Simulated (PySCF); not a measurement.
**Molecular orbitals of AsO**

PBE0 at R = 1.618 Å; As cc-pVTZ-PP with ECP10, O cc-pVTZ; scalar-relativistic core potentials (PySCF 2.14). State: ⁴Π (quartet), unpaired electrons π ↑↑↑, a second solution, started from another occupation. Only the outer orbitals are listed, counted within each symmetry, core potentials removing the inner ones.

```json
{"spin": "α", "orbital": "5σ", "occ.": "1", "ε (eV)": "-30.07", "on As (%)": "15", "main shells (%)": "82 O s, 8 As s"}
{"spin": "α", "orbital": "6σ", "occ.": "1", "ε (eV)": "-17.05", "on As (%)": "64", "main shells (%)": "63 As s, 25 O p, 11 O s"}
{"spin": "α", "orbital": "3π", "occ.": "1", "ε (eV)": "-14.00", "on As (%)": "12", "main shells (%)": "88 O p, 9 As p"}
{"spin": "α", "orbital": "3π", "occ.": "1", "ε (eV)": "-12.27", "on As (%)": "17", "main shells (%)": "83 O p, 14 As p"}
{"spin": "α", "orbital": "7σ", "occ.": "1", "ε (eV)": "-11.44", "on As (%)": "49", "main shells (%)": "49 O p, 27 As s, 21 As p"}
{"spin": "α", "orbital": "4π", "occ.": "1", "ε (eV)": "-6.37", "on As (%)": "92", "main shells (%)": "92 As p"}
{"spin": "α", "orbital": "4π", "occ.": "1", "ε (eV)": "-5.92", "on As (%)": "88", "main shells (%)": "87 As p, 12 O p"}
{"spin": "α", "orbital": "8σ", "occ.": "0", "ε (eV)": "0.24", "on As (%)": "103", "main shells (%)": "88 As p, 9 As d"}
{"spin": "α", "orbital": "9σ", "occ.": "0", "ε (eV)": "3.41", "on As (%)": "100", "main shells (%)": "100 As s"}
{"spin": "α", "orbital": "5π", "occ.": "0", "ε (eV)": "5.86", "on As (%)": "100", "main shells (%)": "99 As p"}
{"spin": "β", "orbital": "5σ", "occ.": "1", "ε (eV)": "-27.60", "on As (%)": "18", "main shells (%)": "78 O s, 9 As s"}
{"spin": "β", "orbital": "6σ", "occ.": "1", "ε (eV)": "-15.14", "on As (%)": "53", "main shells (%)": "52 As s, 34 O p, 14 O s"}
{"spin": "β", "orbital": "3π", "occ.": "1", "ε (eV)": "-10.70", "on As (%)": "16", "main shells (%)": "84 O p, 12 As p"}
{"spin": "β", "orbital": "7σ", "occ.": "1", "ε (eV)": "-10.19", "on As (%)": "60", "main shells (%)": "40 O p, 36 As s, 22 As p"}
{"spin": "β", "orbital": "3π", "occ.": "0", "ε (eV)": "-6.52", "on As (%)": "30", "main shells (%)": "69 O p, 27 As p"}
{"spin": "β", "orbital": "4π", "occ.": "0", "ε (eV)": "-1.93", "on As (%)": "90", "main shells (%)": "89 As p, 10 O p"}
{"spin": "β", "orbital": "4π", "occ.": "0", "ε (eV)": "-1.39", "on As (%)": "76", "main shells (%)": "74 As p, 24 O p"}
```

Q: Which are the highest filled and the lowest empty level, where do they sit, and how wide is the gap?

A: Highest filled α 4π at -5.92 eV (in %: 87 As p, 12 O p); lowest empty β 3π at -6.52 eV (in %: 69 O p, 27 As p); the gap at PBE0 is -0.60 eV.

| Quantity | Value |
| --- | --- |
| bond order (Mayer) | 1.12 |
| ⟨S²⟩ | 3.759 |
| charge on As (Mulliken, basis-dependent) | 0.18 |
| charge on As (Löwdin, basis-dependent) | 0.07 |
| dipole moment (positive dipole means As(−)O(+)) | -0.33 D |

Shares are Mulliken populations and can fall outside 0 to 100 %.

Spin–orbit coupling is left out. Counting both spins, an empty level lies below a filled one in this solution, because spin and occupation are held.
